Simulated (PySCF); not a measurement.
# Polarisability and C₆ of In⁺ (indium, charge +1)

[Kr] 4d9 5s2 5p1, one real determinant (an excited configuration). Calculation: PySCF 2.14, in aug-cc-pVQZ-PP with ECP28MDF (7s7p5d3f2g, 92 functions); a scalar-relativistic core potential. Coupled (time-dependent) response in atomic units; α is the mean over directions.

```csv
method,mean α (bohr³),"α xx, yy, zz",C₆ (like pair),S(−4)
PW91,27.70,"25.66, 25.66, 31.78",215.3,257.4
```

S(−4) is the Cauchy moment in α(ω) = α(0) + S(−4) ω² + …

Spin-orbit coupling is absent.

α(iu) at PW91:

```json
{"u (hartree)": "0", "α(iu) (bohr³)": "27.70"}
{"u (hartree)": "0.0500", "α(iu) (bohr³)": "27.08"}
{"u (hartree)": "0.100", "α(iu) (bohr³)": "25.39"}
{"u (hartree)": "0.200", "α(iu) (bohr³)": "20.58"}
{"u (hartree)": "0.300", "α(iu) (bohr³)": "15.98"}
{"u (hartree)": "0.500", "α(iu) (bohr³)": "9.927"}
{"u (hartree)": "0.750", "α(iu) (bohr³)": "6.242"}
{"u (hartree)": "1.00", "α(iu) (bohr³)": "4.398"}
{"u (hartree)": "1.50", "α(iu) (bohr³)": "2.635"}
{"u (hartree)": "2.00", "α(iu) (bohr³)": "1.795"}
{"u (hartree)": "3.00", "α(iu) (bohr³)": "0.9927"}
{"u (hartree)": "5.00", "α(iu) (bohr³)": "0.4258"}
```

A single London oscillator, α(iu) = α/(1 + u²/ω²), gives C₆ = (3/4) ω α². Matching the computed C₆ needs ω = 4 × 215.3 / (3 × 27.70²) = 0.374 hartree.

For an ion, C₆ is the dispersion term alone; charge-induced terms of lower order in 1/R come first.

The components differ because the open shell of this determinant is not spherical; for a pure term their mean is the scalar polarisability.

⟨L²⟩ = 8.01 against 12 for a pure F term, so this real determinant mixes terms. Energies and moments cover only the electrons outside the core potential.
